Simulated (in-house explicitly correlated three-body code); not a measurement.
Computed with an exponentially correlated three-body code. Model: two electrons around a point charge, non-relativistic, variational in 260 exponentially correlated functions (energies converged to about 1e-7 hartree, or 1e-8 relative for large Z).

For two electrons in a singlet the Kohn-Sham orbital is the square root of half the density, so the exact Kohn-Sham potential and energy parts follow from the density alone, and exchange is minus half the Hartree energy. The Kohn-Sham level equals minus the binding energy of the second electron.

Command:
```bash
python run_hyl.py task.json out
```
Settings (lengths in bohr, energies in hartree):
```
Z                      3.84
interaction_strength   1
functions              260
states_tried           13
```

Time taken, with all properties: 40 s on 1 thread of AMD EPYC 7R13 Processor (Zen 3) (shared host).

**Converged states only, values per electron or pair.**

Given: nuclear charge 3.84.

| term | mean r (bohr) | mean r squared (bohr²) | mean inverse r (1/bohr) | mean r12 (bohr) | mean inverse r12 (1/bohr) | mean cosine | mean p1 dot p2 (bohr⁻²) | delta r1 (bohr⁻³) | delta r12 (bohr⁻³) |
| --- | --- | --- | --- | --- | --- | --- | --- | --- | --- |
| 1 1S | 0.43346 | 0.25423 | 3.5278 | 0.64805 | 2.0911 | -0.034288 | 0.39941 | 15.108 | 1.3172 |
| 2 3S | 1.1148 | 2.0712 | 2.3058 | 1.8993 | 0.62186 | -0.010493 | 0.026418 | 9.6827 | - |
| 2 1S | ? | ? | ? | ? | ? | ? | ? | ? | ? |
| 2 3P | 1.0286 | 1.7759 | 2.2863 | 1.7451 | 0.7045 | -0.061231 | -0.63142 | 8.8877 | - |
| 2 1P | 1.0896 | 2.0186 | 2.271 | 1.8261 | 0.70516 | 0.021118 | 0.55137 | 9.034 | 0.034121 |
| 3 3S | 2.3645 | 10.786 | 2.0864 | 4.363 | 0.29308 | -0.0032459 | 0.0074441 | 9.1968 | - |
| 3 1S | 2.4892 | 12.058 | 2.0807 | 4.6087 | 0.30499 | -0.0042207 | 0.0095568 | 9.1783 | 0.053342 |
| 3 3P | 2.3263 | 10.575 | 2.081 | 4.2909 | 0.31326 | -0.015906 | -0.15669 | 8.9796 | - |
| 3 1P | ? | ? | ? | ? | ? | ? | ? | ? | ? |
| 4 3S | 4.1423 | 35.148 | 2.0123 | 7.9074 | 0.16862 | -0.0013685 | 0.0030542 | 9.0872 | - |
| 4 1S | 4.3094 | 38.191 | 2.01 | 8.24 | 0.17328 | -0.0018061 | 0.004025 | 9.081 | 0.022293 |
| 4 3P | 4.1516 | 35.623 | 2.0101 | 7.9277 | 0.17647 | -0.0063975 | -0.061989 | 8.9988 | - |
| 4 1P | 4.2697 | 37.759 | 2.0083 | 8.1597 | 0.17736 | 0.0022767 | 0.064122 | 9.0135 | 0.0050244 |

(1) What belongs in the row 2 1S?

(2) What belongs in the row 3 1P?

**Exact Kohn-Sham parts of the ground state from its density.**

Computed: total energy -12.501083 hartree; Hartree energy 4.3531 hartree; exchange energy -2.1766 hartree; DFT correlation energy -0.044178 hartree; potential part of the DFT correlation energy -0.085452 hartree; exact minus restricted Hartree-Fock -0.04417 hartree; Kohn-Sham level -139.55 eV; restricted Hartree-Fock level -139.87 eV; dipole polarisability 0.062684 bohr³; C6 of two such species 0.014703 hartree·bohr⁶.

(3) What is the kinetic part of the DFT correlation energy?

(4) What is the Kohn-Sham kinetic?

**Functionals on the exact density and self-consistent, errors are functional minus exact, hybrids only self-consistent, a dash where a self-consistent run leaves the top level unbound.**

```csv
result,exchange error (millihartree),correlation error (millihartree),functional driven error (millihartree),density driven error (millihartree),self consistent total error (millihartree),top level plus exact binding (eV)
HSE06,-,-,-,-,22.695,15.586
AM05,235.78,-84.984,150.8,-1.5022,149.3,21.856
PBEsol,131.29,-14.19,117.1,-1.2494,115.85,21.451
BLYP,10.907,-4.7124,6.1946,-1.5037,4.6909,20.207
wB97X,-,-,-,-,-19.79,13.301
B3LYP VWN-RPA,-,-,-,-,0.028091,15.83
PBE,36.828,-1.6872,35.14,-1.2142,33.926,20.612
r2SCAN,?,?,?,?,?,?
RPBE,-0.11114,-1.6872,-1.7983,-1.2956,-3.0939,20.4
M06-L,-24.584,-4.242,-28.826,-2.287,-31.113,18.249
PW91,30.246,-8.9084,21.337,-1.2515,20.086,20.362
SCAN,?,?,?,?,?,?
r2SCAN0,-,-,-,-,-0.68859,13.631
PBE0,-,-,-,-,25.372,15.188
```

(5) What belongs in the row r2SCAN?

(6) What belongs in the row SCAN?

**Density and exact potentials over r, pair density (one pair, times 4 pi r12^2) and exact minus Kohn-Sham pair density over r12.**

| radius (bohr) | radial density (electrons/bohr) | exchange potential (hartree) | intracule density (1/bohr) | Coulomb hole against Kohn-Sham (1/bohr) | correlation potential (hartree) |
| --- | --- | --- | --- | --- | --- |
| 0.0546 | 0.74616 | -3.4509 | 0.050568 | -0.01305 | -0.039 |
| 0.0635 | ? | ? | ? | ? | ? |
| 0.0738 | 1.1789 | -3.3968 | 0.091949 | -0.02188 | -0.032 |
| 0.0858 | 1.4557 | -3.3581 | 0.12352 | -0.02792 | -0.027 |
| 0.0998 | 1.7729 | -3.3093 | 0.16542 | -0.0352 | -0.021 |
| 0.116 | 2.1218 | -3.2488 | 0.22005 | -0.0436 | -0.015 |
| 0.135 | 2.4945 | -3.1736 | 0.29126 | -0.05299 | -0.008 |
| 0.157 | 2.8662 | -3.0829 | 0.38128 | -0.06267 | 0 |
| 0.182 | 3.2038 | -2.977 | 0.49019 | -0.07149 | 0.007 |
| 0.212 | 3.4902 | -2.8488 | 0.62502 | -0.07837 | 0.014 |
| 0.246 | ? | ? | ? | ? | ? |
| 0.286 | 3.7198 | -2.5414 | 0.94126 | -0.07738 | 0.022 |
| 0.333 | 3.6054 | -2.3598 | 1.1066 | -0.06569 | 0.024 |
| 0.387 | 3.324 | -2.1676 | 1.2472 | -0.04588 | 0.023 |
| 0.45 | 2.8913 | -1.9669 | 1.3385 | -0.01972 | 0.02 |
| 0.523 | 2.3544 | -1.7646 | 1.3532 | 0.008 | 0.016 |
| 0.608 | 1.7751 | -1.5656 | 1.2734 | 0.03107 | 0.012 |
| 0.707 | 1.2238 | -1.3754 | 1.0996 | 0.04365 | 0.008 |
| 0.822 | 0.76147 | -1.1991 | 0.85742 | 0.04341 | 0.005 |
| 0.956 | 0.41987 | -1.0391 | 0.59204 | 0.03308 | 0.003 |
| 1.11 | 0.20318 | -0.89849 | 0.35668 | 0.01925 | 0.002 |
| 1.29 | 0.083417 | -0.77448 | 0.18156 | 0.007829 | 0.001 |

(7) What belongs in the row 0.0635?

(8) What belongs in the row 0.246?

Answers

(1) mean r (bohr): 1.1985; mean r squared (bohr²): 2.4476; mean inverse r (1/bohr): 2.2844; mean r12 (bohr): 2.0515; mean inverse r12 (1/bohr): 0.6686; mean cosine: -0.013366; mean p1 dot p2 (bohr⁻²): 0.032024; delta r1 (bohr⁻³): 9.5916; delta r12 (bohr⁻³): 0.18178.

(2) mean r (bohr): 2.4151; mean r squared (bohr²): 11.454; mean inverse r (1/bohr): 2.0767; mean r12 (bohr): 4.4585; mean inverse r12 (1/bohr): 0.31496; mean cosine: 0.0056288; mean p1 dot p2 (bohr⁻²): 0.15511; delta r1 (bohr⁻³): 9.0164; delta r12 (bohr⁻³): 0.011458.

(3) 0.041274 hartree.

(4) 12.46 hartree.

(5) exchange error (millihartree): -4.4037; correlation error (millihartree): 2.7593; functional driven error (millihartree): -1.6444; density driven error (millihartree): -0.30353; self consistent total error (millihartree): -1.948; top level plus exact binding (eV): 18.471.

(6) exchange error (millihartree): -4.4037; correlation error (millihartree): 2.7593; functional driven error (millihartree): -1.6444; density driven error (millihartree): -0.30353; self consistent total error (millihartree): -1.948; top level plus exact binding (eV): 18.471.

(7) radial density (electrons/bohr): 0.94344; exchange potential (hartree): -3.4271; intracule density (1/bohr): 0.068302; Coulomb hole against Kohn-Sham (1/bohr): -0.01698; correlation potential (hartree): -0.036.

(8) radial density (electrons/bohr): 3.6711; exchange potential (hartree): -2.7051; intracule density (1/bohr): 0.77598; Coulomb hole against Kohn-Sham (1/bohr): -0.08098; correlation potential (hartree): 0.019.

The density-driven part is never positive, since each functional's own density lowers its energy. Here it is small beside the functional-driven part (median ratio 0.079), the normal case. The correlation energy of density-functional theory lies 0.008 millihartree below exact minus Hartree-Fock, because the Hartree-Fock density, unlike the exact one, minimises the Hartree-Fock energy.
